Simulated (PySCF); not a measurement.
**[Gd(OH)2]+ at several levels of theory**

Computed with PySCF 2.14.0 (density fitting, no spin-orbit coupling) at the geometry relaxed with PBE0:

```xyz
5
[Gd(OH)2]+ (singlet in the valence; each metal's 4f electrons, 7 of them, lie in its core potential, out of spins and levels)
Gd    0.0000    0.0000   -0.5931
O     1.6353   -0.0340    0.5144
H     2.2869   -0.0480    1.2235
O    -1.6353    0.0340    0.5144
H    -2.2869    0.0480    1.2235
```

| level | basis | state | HOMO (eV) | gap (eV) | charge on Gd1 (e) | population of f-type functions on Gd1 (polarisation alone where 4f lies in the core) | dipole about the centre of mass (D) | largest force component (eV/Å) |
| --- | --- | --- | --- | --- | --- | --- | --- | --- |
| PBE0 | Gd lcecp-1-SVP with ECP53, O def2-SVP, H def2-SVP | singlet | -13.55 | 6.64 | 1.41 | 0.09 | 2.55 | 0.02 |
| PBE | the same | singlet | -11.97 | 4.30 | 1.25 | 0.08 | 2.11 | 0.42 |
| PBE0 | Gd lcecp-1-TZVP with ECP53, O def2-TZVP, H def2-TZVP | singlet | -13.62 | 6.72 | 1.76 | 0.09 | 2.77 | 0.18 |

In the lcecp rows the 4f levels are missing from HOMO and gap, and the state counts the valence alone.

Charges are Mulliken's, which hang on the basis. The relaxation used the grid (50, 194), these runs (75, 302) or, all-electron (x2c bases, spin-free X2C Hamiltonian), (99, 590).

Question: What does BP86 with Gd lcecp-1-SVP with ECP53, O def2-SVP, H def2-SVP give here?

Answer: state singlet, HOMO (eV) -12.06, gap (eV) 4.55, charge on Gd1 (e) 1.26, population of f-type functions on Gd1 (polarisation alone where 4f lies in the core) 0.08, dipole about the centre of mass (D) 2.13, largest force component (eV/Å) 0.46. Time: 2.9 s on 2 threads of Arm Neoverse V1, with other jobs on the host, from an already converged density.

In the first row's basis the gap widens with exact exchange: 4.3 to 4.6 eV for PBE, BP86 (none); 6.6 eV for PBE0 (a fixed share).

An lcecp potential fixes the number of 4f electrons, so in runs with it no electron can move into or out of that shell.
